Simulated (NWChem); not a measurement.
System: BeHOF; SMILES [OH][Be][F]

```xyz
4

Be     0.0033    -0.0402     0.0000
F     -0.0067    -1.4388     0.0000
O     -0.0553     1.3686     0.0000
H      0.4900     2.1605     0.0000
```
Atoms are numbered in this order, from 1.

Structure relaxed at the PBE-D3(BJ)/def2-SVP level.

Symmetry labels are those of Cs in the frame above (b1 and b2, or b-type labels, depend on it).

### Question
List the 6 lowest vertical singlet excitations from PBE0/def2-SVPD, TDA (NWChem).

### Answer
```tsv
state	energy (eV)	oscillator strength	symmetry	leading excitation (squared amplitude)
S1	7.67	0.059	a"	HOMO → LUMO (0.99)
S2	7.98	0.055	a'	HOMO−1 → LUMO (0.98)
S3	9.00	0.001	a"	HOMO → LUMO+2 (0.89)
S4	9.12	0.004	a"	HOMO → LUMO+1 (0.93)
S5	9.24	0.000	a'	HOMO → LUMO+3 (0.53)
S6	9.41	0.011	a'	HOMO−1 → LUMO+1 (0.88)
```
